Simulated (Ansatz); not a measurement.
Correlation energies of C₂H₆FNSSi (`CN1C[Si]1(F)S`) by basis set

Cartesian coordinates in Å:
```
C 1.012 1.427 0.148
N 0.185 0.290 -0.085
C -1.273 0.164 0.242
Si -0.395 -1.115 -0.714
F -0.664 -1.304 -2.271
S 0.287 -3.019 -0.122
H 0.636 2.317 -0.371
H 2.023 1.226 -0.213
H 1.074 1.662 1.218
H -1.510 0.066 1.304
H -1.929 0.881 -0.262
H 0.553 -2.596 1.125
```

The species carries charge 0 and has multiplicity 1. The geometry is a stationary point of PBE0-D4/def2-TZVP. It is one conformer, not always the lowest. Frozen core, restricted reference, the Gaussian-basis code of Ansatz. CBS rows extrapolate triple and quadruple zeta; past MP2 they add the triple-zeta difference.

```json
{"basis": "def2-TZVPP", "HF (Eh)": "-919.76591", "MP2 corr.": "-1.08637", "CCSD corr.": "-1.13070", "(T)": "-0.04627", "CCSD(T) total": "-920.94288"}
{"basis": "def2-QZVPP", "HF (Eh)": "-919.79752", "MP2 corr.": "-1.17191", "CCSD corr.": "–", "(T)": "–", "CCSD(T) total": "–"}
{"basis": "CBS(def2)", "HF (Eh)": "-919.80188", "MP2 corr.": "-1.23527", "CCSD corr.": "-1.27959", "(T)": "as TZ", "CCSD(T) total": "-921.12774"}
```
